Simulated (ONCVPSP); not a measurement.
**Mg ONCV: all-electron and pseudo phase curves**

ONCVPSP 4.0.1 input, shortened (lines: element, Z, core and valence counts, functional; n l f; lmax; l rc ep ncon nbas qcut; lloc lpopt rc5 dvloc0; l nproj debl; icmod fcfact rcfact), LDA (Perdew-Wang 92), scalar-relativistic:

```
  Mg 12.00    1    3  -001012      upf
    1    0    2.00
    2    0    2.00
    2    1    6.00
    3    0    0.50
    2
    0    1.20    0.00    4    8    8.30
    1    0.70    0.00    3    6   20.60
    2    1.25    0.35    5    9    9.10
    4    3    0.55    6.00
    0    2    0.50
    1    2    3.00
    2    2    3.50
    1    0.20    0.00
```

The phase is arctan(r·R′/R) of the radial function R(r), unwrapped; energies in Ha, scanned from -5 to 5 Ha. A pole is an energy at which the radial function vanishes at the test radius. The pseudo phase is shifted by a multiple of π to meet the all-electron one at the reference energy, and phase errors are pseudo minus all-electron; the curves can meet again beyond the range given. Levels narrower than the energy grid can be missing from the lists of poles.

```csv
channel,radius (bohr),reference energy (Ha),"poles, all-electron","poles, pseudo",unbroken range about the reference energy with phases within 0.05 rad,phase error 1 Ha above the reference energy (rad)
s,1.22,-0.56,-2.79,-2.79,the whole range,-0.000
p,0.71,-2.25,2.60,2.60,the whole range,-0.000
d,1.27,0.35,none,none,the whole range,+0.000
```

Phases in the d channel:

```csv
E (Ha),all-electron,pseudo
-4.96,1.254,1.254
-4.72,1.244,1.244
-4.48,1.234,1.234
-4.24,1.223,1.223
-4.00,1.211,1.211
-3.76,1.198,1.198
-3.52,1.183,1.183
-3.28,1.167,1.167
-3.04,1.150,1.150
-2.80,1.130,1.130
-2.56,1.108,1.108
-2.32,1.082,1.082
-2.08,1.053,1.053
-1.84,1.020,1.020
-1.60,0.981,0.981
-1.36,0.935,0.935
-1.12,0.881,0.881
-0.88,0.815,0.815
-0.64,0.735,0.735
-0.40,0.636,0.636
-0.16,0.515,0.515
0.08,0.366,0.366
0.32,0.188,0.188
0.56,-0.016,-0.016
0.80,-0.231,-0.231
1.04,-0.440,-0.440
1.28,-0.627,-0.627
1.52,-0.786,-0.786
1.76,-0.916,-0.916
2.00,-1.022,-1.022
2.24,-1.109,-1.109
2.48,-1.180,-1.180
2.72,-1.239,-1.239
2.96,-1.290,-1.290
3.20,-1.333,-1.333
3.44,-1.370,-1.370
3.68,-1.403,-1.403
3.92,-1.433,-1.433
4.16,-1.459,-1.459
4.40,-1.484,-1.484
4.64,-1.506,-1.506
4.88,-1.527,-1.528
```
